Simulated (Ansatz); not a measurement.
ClFH$_{6}$Si$_{3}$, SMILES `F[SiH](Cl)[SiH2][SiH3]`, relaxed with RKS PBE-D4/def2-SVP in Ansatz 0.2.0 from a rough embedded geometry. The force threshold is 0.03 eV/Å; the program also tests the step.

Total charge 0; spin multiplicity 1.

Start:

```xyz
11

F     1.540   -1.510   -1.253
Si    0.167   -0.821   -1.582
Cl    0.120   -0.295   -3.580
Si   -0.158    1.042   -0.229
Si   -0.063    0.099    1.850
H    -0.946   -1.807   -1.377
H    -1.410    1.723   -0.478
H     0.971    2.021   -0.405
H     1.217   -0.617    2.154
H    -1.156   -0.944    1.994
H    -0.283    1.108    2.907
```

Task: By how much does the energy fall, and how many steps does the optimiser take? (Estimate.)

Result: The calculation gave: 0.22 eV, in 6 steps.

Task: Which bonds change most? (Best estimate.)

Result: Computed: F1–Si2 from 1.572 to 1.641 Å; Si4–Si5 from 2.286 to 2.353 Å; Si4–H7 from 1.446 to 1.507 Å; Si5–H11 from 1.478 to 1.505 Å.

Task: Give the relaxed structure. (Estimate.)

Result: Ansatz gave: 
```xyz
11

F     1.423   -1.692   -1.281
Si    0.082   -0.844   -1.702
Cl    0.346   -0.114   -3.630
Si   -0.152    0.941   -0.199
Si   -0.042    0.135    2.009
H    -1.065   -1.811   -1.723
H    -1.483    1.598   -0.461
H     0.947    1.936   -0.467
H     1.329   -0.426    2.266
H    -1.061   -0.959    2.193
H    -0.323    1.237    2.994
```
